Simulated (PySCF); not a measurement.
## Two-component Hartree-Fock for Pt⁻ (platinum, charge -1)

Start: [Xe] 4f14 5d9 6s2; 5d3/2 filled at m_j = -1/2, +1/2, +3/2; 5d5/2 filled at m_j = -5/2, -3/2, -1/2, +1/2, +3/2, +5/2. Calculated with PySCF 2.14 in x2c-SVPall-2c with one added diffuse shell each of s, d type (8s9p10d2f, 99 functions): generalised Hartree-Fock with the X2C-1e Hamiltonian and a Gaussian nucleus; one run each with spin-orbit coupling (SO) screened by Boettger's factors, then bare. This is a chosen level, not necessarily the ground level.

```json
{"spinor shell": "1s1/2", "electrons": "2", "ε, screened SO (eV)": "-78791.6", "ε, bare SO (eV)": "-78790.0", "weight of nominal j (bare SO)": "1.000", "rms radius, bare SO (bohr)": "0.0194"}
{"spinor shell": "2s1/2", "electrons": "2", "ε, screened SO (eV)": "-13982.7", "ε, bare SO (eV)": "-13982.2", "weight of nominal j (bare SO)": "1.000", "rms radius, bare SO (bohr)": "0.0782"}
{"spinor shell": "2p1/2", "electrons": "2", "ε, screened SO (eV)": "-13379.0", "ε, bare SO (eV)": "-13418.9", "weight of nominal j (bare SO)": "1.000", "rms radius, bare SO (bohr)": "0.0661"}
{"spinor shell": "2p3/2", "electrons": "4", "ε, screened SO (eV)": "-11644.3", "ε, bare SO (eV)": "-11632.0", "weight of nominal j (bare SO)": "1.000", "rms radius, bare SO (bohr)": "0.0742"}
{"spinor shell": "3s1/2", "electrons": "2", "ε, screened SO (eV)": "-3346.2", "ε, bare SO (eV)": "-3346.1", "weight of nominal j (bare SO)": "1.000", "rms radius, bare SO (bohr)": "0.200"}
{"spinor shell": "3p1/2", "electrons": "2", "ε, screened SO (eV)": "-3076.0", "ε, bare SO (eV)": "-3084.8", "weight of nominal j (bare SO)": "1.000", "rms radius, bare SO (bohr)": "0.191"}
{"spinor shell": "3p3/2", "electrons": "4", "ε, screened SO (eV)": "-2688.6", "ε, bare SO (eV)": "-2685.8", "weight of nominal j (bare SO)": "1.000", "rms radius, bare SO (bohr)": "0.207"}
{"spinor shell": "3d3/2", "electrons": "4", "ε, screened SO (eV)": "-2242.4", "ε, bare SO (eV)": "-2249.7", "weight of nominal j (bare SO)": "1.000", "rms radius, bare SO (bohr)": "0.182"}
{"spinor shell": "3d5/2", "electrons": "6", "ε, screened SO (eV)": "-2160.5", "ε, bare SO (eV)": "-2155.8", "weight of nominal j (bare SO)": "1.000", "rms radius, bare SO (bohr)": "0.186"}
{"spinor shell": "4s1/2", "electrons": "2", "ε, screened SO (eV)": "-749.82", "ε, bare SO (eV)": "-749.82", "weight of nominal j (bare SO)": "1.000", "rms radius, bare SO (bohr)": "0.441"}
{"spinor shell": "4p1/2", "electrons": "2", "ε, screened SO (eV)": "-633.73", "ε, bare SO (eV)": "-635.90", "weight of nominal j (bare SO)": "1.000", "rms radius, bare SO (bohr)": "0.446"}
{"spinor shell": "4p3/2", "electrons": "4", "ε, screened SO (eV)": "-540.51", "ε, bare SO (eV)": "-539.87", "weight of nominal j (bare SO)": "1.000", "rms radius, bare SO (bohr)": "0.480"}
{"spinor shell": "4d3/2", "electrons": "4", "ε, screened SO (eV)": "-349.75", "ε, bare SO (eV)": "-351.33", "weight of nominal j (bare SO)": "1.000", "rms radius, bare SO (bohr)": "0.497"}
{"spinor shell": "4d5/2", "electrons": "6", "ε, screened SO (eV)": "-332.51", "ε, bare SO (eV)": "-331.51", "weight of nominal j (bare SO)": "1.000", "rms radius, bare SO (bohr)": "0.508"}
{"spinor shell": "5s1/2", "electrons": "2", "ε, screened SO (eV)": "-113.75", "ε, bare SO (eV)": "-113.77", "weight of nominal j (bare SO)": "1.000", "rms radius, bare SO (bohr)": "1.03"}
{"spinor shell": "4f5/2", "electrons": "6", "ε, screened SO (eV)": "-86.599", "ε, bare SO (eV)": "-87.723", "weight of nominal j (bare SO)": "1.000", "rms radius, bare SO (bohr)": "0.563"}
{"spinor shell": "4f7/2", "electrons": "8", "ε, screened SO (eV)": "-83.284", "ε, bare SO (eV)": "-82.489", "weight of nominal j (bare SO)": "1.000", "rms radius, bare SO (bohr)": "0.567"}
{"spinor shell": "5p1/2", "electrons": "2", "ε, screened SO (eV)": "-73.168", "ε, bare SO (eV)": "-73.542", "weight of nominal j (bare SO)": "0.999", "rms radius, bare SO (bohr)": "1.16"}
{"spinor shell": "5p3/2", "electrons": "4", "ε, screened SO (eV)": "-59.264", "ε, bare SO (eV)": "-59.165", "weight of nominal j (bare SO)": "0.999", "rms radius, bare SO (bohr)": "1.20"}
{"spinor shell": "5d3/2", "electrons": "3", "ε, screened SO (eV)": "-6.030", "ε, bare SO (eV)": "-6.198", "weight of nominal j (bare SO)": "0.973", "rms radius, bare SO (bohr)": "1.79"}
{"spinor shell": "5d5/2", "electrons": "6", "ε, screened SO (eV)": "-4.367", "ε, bare SO (eV)": "-4.288", "weight of nominal j (bare SO)": "0.988", "rms radius, bare SO (bohr)": "1.92"}
{"spinor shell": "6s1/2", "electrons": "2", "ε, screened SO (eV)": "-1.154", "ε, bare SO (eV)": "-1.161", "weight of nominal j (bare SO)": "0.995", "rms radius, bare SO (bohr)": "4.22"}
```

```csv
quantity,screened SO,bare SO
E (hartree),-18425.44128,-18427.05596
M_J,3/2,3/2
⟨J²⟩,3.762,3.762
⟨L²⟩,6.151,6.165
⟨S²⟩,0.896,0.910
```

The basis lacks diffuse functions for the outer shell of this anion, so its levels lie too high.

Each row is a mean over spinors that exchange with the open shell spreads, by up to 3.474 eV (5p1/2).

Breit and QED terms are absent; they matter most for the inner s and p1/2 levels.

Densities and radii are taken from the X2C orbitals without a picture-change correction, which distorts them close to the nucleus.
